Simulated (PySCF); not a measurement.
A species of formula C3H10GeSi has this rotational fingerprint, computed with PBE0-D3(BJ)/def2-SVP geometry optimisation, gas phase in PySCF:

```
Rotational constants : A = 7937, B = 828.6, C = 768.0 MHz
Dipole components    : |μa| = 0.70 D, |μb| = 0.99 D, |μc| = 0.00 D
Inertial defect      : -15.48 u·Å²
κ                    : -0.98
```

Question: Which candidate fits, each taken in the one conformer that was computed?
A. `[CH2:1]=[CH:2][CH2:3][GeH2:4][SiH3:5]` with C1–C2–C3–Ge4 104°, C2–C3–Ge4–Si5 51°
B. `[SiH3:1][GeH2:2][CH:3]1[CH2:4][CH2:5]1` with Si1–Ge2–C3–C4 -78°
C. `[CH2:1]=[CH:2][GeH2:3][CH2:4][SiH3:5]` with C1–C2–Ge3–C4 3°, C2–Ge3–C4–Si5 179°
D. `[CH2:1]=[CH:2][SiH2:3][CH2:4][GeH3:5]` with C1–C2–Si3–C4 -3°, C2–Si3–C4–Ge5 -177°

Answer: D. It is C=C[SiH2][CH2][GeH3], a near-prolate asymmetric top. The candidates at the same level (rigid rotor, commonest isotopes):

| SMILES | A (MHz) | B (MHz) | C (MHz) | μa (D) | μb (D) | μc (D) | Δ (u·Å²) | point group | rotor |
| --- | --- | --- | --- | --- | --- | --- | --- | --- | --- |
| C=C[SiH2][CH2][GeH3] | 7937 | 828.6 | 768.0 | 0.70 | 0.99 | 0.00 | -15.48 | near Cs | near-prolate asymmetric top |
| C=[CH][GeH2][CH2][SiH3] | 5616 | 1196 | 1017 | 0.92 | 0.87 | 0.01 | -15.42 | near Cs | near-prolate asymmetric top |
| [SiH3][GeH2][CH]1CC1 | 4861 | 1399 | 1172 | 0.85 | 0.26 | 0.23 | -34.21 | C1 | asymmetric top |
| C=C[CH2][GeH2][SiH3] | 3433 | 1436 | 1125 | 0.31 | 0.22 | 0.36 | -49.76 | C1 | asymmetric top |

`[SiH3][GeH2][CH]1CC1` has B 69 % too high; `C=[CH][GeH2][CH2][SiH3]` has B 44 % too high; `C=C[CH2][GeH2][SiH3]` has B 73 % too high. No structure here is proved a minimum.
